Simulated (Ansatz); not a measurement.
A run for Ansatz (a quantum-chemistry and plane-wave program): U-B3LYP/cc-pV(T+d)Z on ClFSi (SMILES F[Si]Cl), a point of a bond scan (R = 1.677 Å). Files ending in .json are basis or fitting sets from the Basis Set Exchange.

Ansatz 0.2 input:
```yaml
crystal:
  periodic: [false, false, false]
  atoms:
    - {symbol: Si, position_ang: [0.34761579, 0.26750639, 0.78195685]}
    - {symbol: F, position_ang: [0.95036201, 1.34196481, -0.25474125]}
    - {symbol: Cl, position_ang: [-0.56200057, -0.69109979, -0.25088978]}
basis:
  gaussian:
    orbitals: cc-pV_T+d_Z.json
hamiltonian:
  xc: {name: B3LYP}
magnetization: {spin_polarized: true, initial_magnetization: 0}
```

Program output:

```
WARN ansatz: RAYON_NUM_THREADS=1 ignored (pool sized by the plan → 1); use --threads N
Functional definition: B3LYP
integrals: 0.03 GiB planned
788 factors; their error is unknown
mean field: 0.44 GiB planned
mean field evaluation 1: about -23117.3291 eV, gradient 2.8e1 eV
mean field evaluation 2: about -23112.2894 eV, gradient 5.1e1 eV
mean field evaluation 4: about -23119.6005 eV, gradient 1.1e0 eV
mean field evaluation 8: about -23119.6506 eV, gradient 1.9e-2 eV
mean field -23119.65060347 eV, -849.6314886156 hartree, gradient 3.6e-5 eV, S^2 0.000000; 0 other end points of the search recorded, 0 dependent functions left out
reference -23119.65078549 eV, -849.6314953047 hartree; 20, 20 occupied and 88, 88 virtual orbitals, 788 factors
Total energy: -23119.65078549 eV, -849.6314953047 hartree
```

The calculation finished and met its thresholds.

Cost: roughly 1.9 core-seconds.
